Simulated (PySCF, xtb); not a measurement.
C3H9Al, SMILES [CH3][Al]([CH3])[CH3].

GFN2-xTB run with xtb at its own geometry gives an orbital gap of 4.62 eV and a dipole moment of 0.01 D.

Coordinates come from a ωB97X-D3(BJ)/def2-SVP optimisation. The isomer is the one that the SMILES or the coordinates give; other isomers of the formula were not compared.

Task: What does PBE/def2-TZVP (PySCF) give? (An estimate is asked for; the answer gives what the named calculation found.)

Result: gap 5.12 eV (levels -6.27 and -1.15 eV), dipole 0.00 D.
